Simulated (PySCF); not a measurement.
## Electron correlation in Rh (rhodium, neutral)

[Kr] 4d8 5p1, one real determinant (an excited configuration). Computed with PySCF 2.14 in aug-cc-pVTZ-PP with one added diffuse shell each of s, p, d, f, g type with ECP28MDF (7s7p6d4f3g, 113 functions), with a scalar-relativistic core potential. Frozen: 4s2 4p6; 9 electrons correlated.

MP2 pair energies summed by pair of shells (mhartree):

```csv
pair,energy,share (%)
4d-4d,-222.50,93.5
4d-5p,-15.56,6.5
```

Total MP2 correlation energy: -238.06 mhartree.

Same-spin part -89.28 and opposite-spin part -148.79 mhartree; SCS-MP2 scales them by 1/3 and 6/5 to -208.30 mhartree.

The reference is one real determinant that mixes LS terms of this configuration.
